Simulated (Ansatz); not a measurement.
C$_{2}$H$_{2}$ClF$_{2}$I (`FC(F)C(Cl)I`), relaxed with RKS PBE0-D4/def2-TZVP in the Gaussian-basis code of Ansatz from a PBE-D4/def2-SVP geometry. The force threshold is 0.005 eV/Å; the program also tests the step.

The species carries charge 0 and has multiplicity 1. I: def2 effective core potential.

Start:

```xyz
8

F     1.506    0.303    0.864
C     0.650   -0.485    0.172
F     1.236   -0.851   -1.001
C    -0.667    0.237   -0.127
Cl   -1.547    0.544    1.386
I    -0.324    2.054   -1.292
H     0.440   -1.403    0.772
H    -1.296   -0.399   -0.774
```

How much energy does the relaxation release, and in how many steps? (Estimate.)

Computed: 1.06 kcal/mol, in 6 steps.

Which bonds change most? (An estimate is asked.)

Computed: C4–I6 from 2.186 to 2.136 Å; C2–H7 from 1.116 to 1.096 Å; C4–Cl5 from 1.777 to 1.759 Å; C4–H8 from 1.104 to 1.087 Å.

Give the relaxed structure. (An estimate is asked.)

The calculation gave: 
```xyz
8

F     1.501    0.303    0.840
C     0.638   -0.481    0.172
F     1.221   -0.861   -0.986
C    -0.661    0.243   -0.136
Cl   -1.536    0.530    1.362
I    -0.325    2.030   -1.255
H     0.440   -1.375    0.774
H    -1.276   -0.390   -0.770
```
